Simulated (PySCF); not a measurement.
Te(H)(SeH) (H₂SeTe), SMILES [SeH][TeH]. Geometry: PBE-D3(BJ)/def2-TZVP. The def2 effective core potentials stand for the cores of Te; spin–orbit coupling is left out.

Calculation: PBE-D3(BJ)/def2-TZVP in PySCF.

Harmonic wavenumbers (cm⁻¹): 238, 338, 601, 667, 2021, 2313. Rotational constants (GHz): 101.8, 1.579, 1.576; symmetry number 1.

Work out the zero-point energy and the ideal-gas rigid-rotor harmonic-oscillator thermochemistry at 298.15 K and 1 atm.

ZPE = ½ Σ hcν = ½ × 6177 cm⁻¹ = 8.83 kcal/mol. H − E(el) = 11.93 kcal/mol. Entropy in cal/(mol K): translation 41.91, rotation 24.65, vibration 3.84, total 70.40. G − E(el) = -9.06 kcal/mol. Cp = 13.27 cal/(mol K).
